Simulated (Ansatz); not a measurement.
`C[CH]1[GeH2][B]1F` → `F[B]1[CH2][GeH2]1` + `[CH2]` (triplet)  (formal loss of a carbene)

Program: Ansatz. Geometries: PBE0-D4/def2-TZVP. ΔE: electronic, gas phase. CCSD(T)/CBS adds triple-zeta CCSD(T) − MP2 to the extrapolated MP2 energy (def2 sets, frozen cores). This one scheme is used for every species. Functionals use def2-TZVPP. Triplets are unrestricted, without spin–orbit coupling. For Ge outer-core shells are correlated without core-valence functions, which leaves a few kJ/mol of doubt a bond. Scalar relativity is left out up to krypton.

`C[CH]1[GeH2][B]1F`:

Z-matrix (Å, degrees):
```
C
C 1 1.506
H 1 1.095 2 110.5
H 1 1.091 2 111.6 3 119.4
H 1 1.093 2 111.7 3 -119.5
Ge 2 2.202 1 136.5 3 178.3
B 2 1.487 1 125.9 3 -97.0
H 2 1.091 1 114.5 3 64.3
H 6 1.531 2 101.5 1 -113.2
H 6 1.540 2 121.6 1 9.3
F 7 1.320 2 133.7 1 12.9
```

`F[B]1[CH2][GeH2]1`:

Z-matrix (Å, degrees):
```
C
B 1 1.490
Ge 1 2.148 2 63.4
H 1 1.088 2 119.8 3 76.8
H 1 1.089 2 123.7 3 -126.3
F 2 1.314 1 135.5 3 144.8
H 3 1.537 1 119.9 2 -106.1
H 3 1.530 1 102.9 2 130.3
```

`[CH2]` (triplet):

Cartesian coordinates in Å:
```
C 0.055 0.260 -0.073
H -0.992 0.101 0.132
H 0.937 -0.362 -0.059
```

```
  level  ΔE (kJ/mol)
PBE0-D4        433.8
   BLYP        417.2
```

**Question.** What does CCSD(T)/CBS give? (Best estimate.)

**Answer.** Computed: +436.0 kJ/mol. The listed levels differ from it by -2.2, -18.8 kJ/mol.

Largest T1 diagnostic among the species: 0.013.

Leaving LDA and LC-ωPBE aside and taking each functional with its dispersion term where it has one, the values, not all of them listed here, spread over 36.2 kJ/mol, from r2SCAN0-D4 to PBE-D4. LDA lies +71.9 kJ/mol from PBE without D4. From PBE to PBE0 (25 % exact exchange), in def2-TZVPP and without D4, ΔE moves by −9.6 kJ/mol.
